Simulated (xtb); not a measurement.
Input file for xtb: GFN-FF on CHN3 (a complex), monomers drawn apart or pushed together.

```
$ xtb mol.xyz --gfnff --sp --chrg 0 --uhf 0
5

N      0.06391486     0.32300396    -1.09638648
N      0.03054041     0.11817665    -0.02597587
C     -0.08860230    -0.61878227     3.78174220
N     -0.12381954    -0.83715614     4.90655089
H     -0.05572830    -0.41428118     2.73375305
```

It printed:

```
[...]
           -------------------------------------------------
          |                Calculation Setup                |
           -------------------------------------------------



molecular fragmentation (1/2 indicates fragments):
11222
# atoms in fragment 1/2:     2     3
 fragment masses (1/2) :       28.01       27.03
CMA distance (Bohr)    :   9.410
constraining FC (au)   :  0.0500

          ==================== Thresholds ====================
          CN  :   150.00000
          rep :   500.00000
          disp:  2500.00000
          HB1 :   250.00000
          HB2 :   450.00000

          Pauling EN used:
          Z : 1  EN :  2.20
          Z : 6  EN :  2.55
          Z : 7  EN :  3.04
          electric field strengths (au): 0.000

           -------------------------------------------------
          |           Force Field Initialization            |
           -------------------------------------------------

          distances ...
          ----------------------------------------
          generating topology and atomic info file ...
          pair mat ...
          computing topology distances matrix with Floyd-Warshall algo ...
          making topology EEQ charges ...
          #fragments for EEQ constrain: 2
          ----------------------------------------
          generating topology and atomic info file ...
          pair mat ...
          computing topology distances matrix with Floyd-Warshall algo ...
          making topology EEQ charges ...
          rings ...
          # BATM   0
          # H in HB   1
          doing iterative Hueckel for 2 subsystem(s) ...

  atom   neighbors  erfCN metchar sp-hybrid imet pi  qest     coordinates
    1  N       1    0.98   0.00         1    0    1   0.000    0.120782    0.610389   -2.071870
    2  N       1    0.98   0.00         1    0    1   0.000    0.057713    0.223322   -0.049087
    3  C       2    1.92   0.00         1    0    1   0.080   -0.167434   -1.169329    7.146457
    4  N       1    0.98   0.00         1    0    1  -0.197   -0.233985   -1.581996    9.272037
    5  H       1    0.98   0.00         0    0    0   0.117   -0.105311   -0.782878    5.166045

          #atoms :   5
          #bonds :   3
          #angl  :   1
          #tors  :   0
          #nmol  :   2
          #optfrag :   2
           -------------------------------------------------
          |                   G F N - F F                   |
          |          A general generic force-field          |
          |                  Version 1.0.3                  |
           -------------------------------------------------
          Number of HB bonds (bound hydrogen)     24
          Number of HB bonds (unbound hydrogen)   12
          Number of XB bonds                      0

 E+G (total)                   0 d,  0 h,  0 min,  0.000 sec
 distance/D3 list               ...        0 min,  0.000 sec (  1.203%)
 non bonded repulsion           ...        0 min,  0.000 sec ( 29.312%)
 dCN                            ...        0 min,  0.000 sec (  1.921%)
 EEQ energy and q               ...        0 min,  0.000 sec (  8.740%)
 D3                             ...        0 min,  0.000 sec ( 15.838%)
 EEQ gradient                   ...        0 min,  0.000 sec (  3.358%)
 bonds                          ...        0 min,  0.000 sec (  5.632%)
 bend and torsion               ...        0 min,  0.000 sec (  3.156%)
 bonded ATM                     ...        0 min,  0.000 sec (  0.443%)
 HB/XB (incl list setup)        ...        0 min,  0.000 sec ( 23.550%)

         :::::::::::::::::::::::::::::::::::::::::::::::::::::
         ::                     SUMMARY                     ::
Note: The following floating-point exceptions are signalling: IEEE_UNDERFLOW_FLAG IEEE_DENORMAL
normal termination of xtb
         :::::::::::::::::::::::::::::::::::::::::::::::::::::
         :: total energy              -1.130150151570 Eh    ::
         :: gradient norm              0.085860172500 Eh/a0 ::
         ::.................................................::
         :: bond energy               -1.182295745588 Eh    ::
         :: angle energy               0.000000027183 Eh    ::
         :: torsion energy             0.000000000000 Eh    ::
         :: repulsion energy           0.073755189064 Eh    ::
         :: electrostat energy        -0.019848746109 Eh    ::
         :: dispersion energy         -0.000914720084 Eh    ::
         :: HB energy                 -0.000846156036 Eh    ::
         :: XB energy                  0.000000000000 Eh    ::
         :: bonded atm energy          0.000000000000 Eh    ::
         :: external energy            0.000000000000 Eh    ::
         :: add. restraining           0.000000000000 Eh    ::
         :: total charge              -0.000000000000 e     ::
         :::::::::::::::::::::::::::::::::::::::::::::::::::::

           -------------------------------------------------
          |                Property Printout                |
           -------------------------------------------------

molecular dipole:
                 x           y           z       tot (Debye)
 q only:        0.026       0.159      -0.816       2.114

           -------------------------------------------------
          | TOTAL ENERGY               -1.130150151570 Eh   |
          | GRADIENT NORM               0.085860172500 Eh/α |
           -------------------------------------------------
########################################################################
[WARNING] Runtime exception occurred
-1- gfnff_setup: Could not read topology file.
########################################################################

------------------------------------------------------------------------
------------------------------------------------------------------------
 total:
 SCF:
```

The run finished.

Cost: around 0.020 core-seconds (rough).
